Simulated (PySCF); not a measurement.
SMILES COC(=O)[SiH2][SiH2][GeH3] (GFN2-xTB optimised geometry):

```
17

C      2.497    -2.611     0.246
O      1.074    -2.506     0.229
C      0.555    -1.307     0.000
O      1.237    -0.318    -0.188
Si    -1.364    -1.307     0.000
Si    -1.811     0.967     0.000
Ge     0.096     2.208    -0.555
H      2.725    -3.660     0.412
H      2.909    -2.269    -0.705
H      2.907    -1.995     1.049
H     -1.729    -2.144     1.146
H     -1.718    -2.078    -1.198
H     -2.320     1.386     1.316
H     -2.909     1.271    -0.930
H      0.775     1.838    -1.833
H      1.162     2.319     0.483
H     -0.275     3.660    -0.796
```

Computed with B3LYP/def2-SVP in PySCF.

Problem. What are the frontier orbital energies and the dipole moment?

Solution. HOMO-2 -8.50 eV, HOMO-1 -8.03 eV, HOMO -7.39 eV, LUMO -0.97 eV, LUMO+1 -0.47 eV; dipole moment 2.52 D.

Meta-Löwdin charges at B3LYP/def2-SVP: C1 -0.08, O2 -0.32, C3 0.31, O4 -0.44, Si5 0.35, Si6 0.16, Ge7 0.18, H8 0.12, H9 0.11, H10 0.11, H11 -0.08, H12 -0.08, H13 -0.07, H14 -0.08, H15 -0.05, H16 -0.05, H17 -0.09.
